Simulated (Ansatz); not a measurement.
C3H4F4O can be A, `FCCOC(F)(F)F`, or B, `FCC(F)OC(F)F`.

Gas-phase electronic energies from Ansatz, PBE0-D4/def2-TZVP geometries. CCSD(T)/CBS adds triple-zeta CCSD(T) − MP2 to the extrapolated MP2 energy (def2 sets, frozen cores). Functionals use def2-TZVPP. B3LYP here is the variant with VWN-RPA as its local correlation; programs differ in this. One conformer a species, not always the lowest.

A:

```xyz
12

F    -2.258   -1.438    0.510
C    -1.185   -1.032   -0.254
C    -0.144   -0.445    0.674
O     1.036   -0.142   -0.074
C     1.250    1.148   -0.349
F     2.335    1.240   -1.096
F     0.228    1.711   -1.014
F     1.432    1.886    0.755
H    -1.532   -0.292   -0.980
H    -0.781   -1.899   -0.783
H    -0.526    0.442    1.181
H     0.144   -1.179    1.428
```

B:

Z-matrix (Å, degrees):
```
C
C 1 1.507
F 1 1.371 2 109.2
H 1 1.093 2 109.5 3 119.7
H 1 1.093 2 109.4 3 -119.6
O 2 1.388 1 106.6 3 176.1
F 2 1.372 1 109.9 3 -65.2
H 2 1.095 1 111.9 3 53.4
C 6 1.370 2 115.4 1 -168.7
F 9 1.331 6 106.7 2 -172.0
F 9 1.353 6 110.2 2 71.0
H 9 1.094 6 113.3 2 -50.6
```

(1) Which isomer does CCSD(T)/CBS put lower? Give the gap. (Estimate.)

(2) Give E(B) − E(A) in kJ/mol with CCSD/def2-TZVPP, HF/def2-TZVPP, CCSD(T)/def2-TZVPP, MP2/def2-TZVPP, PBE0-D4, PBE-D4, B3LYP-D4. (Best estimate.)

Largest T1 diagnostic: 0.012.

Answers

(1) Ansatz gave: A, by 21.8 kJ/mol.

(2) Computed: CCSD/def2-TZVPP 23.0, HF/def2-TZVPP 25.1, CCSD(T)/def2-TZVPP 22.9, MP2/def2-TZVPP 23.6, PBE0-D4 23.7, PBE-D4 19.5, B3LYP-D4 18.8. None reverses the order clearly.

From PBE to PBE0 (25 % exact exchange), in def2-TZVPP and without D4, E(B) − E(A) moves by +4.4 kJ/mol.
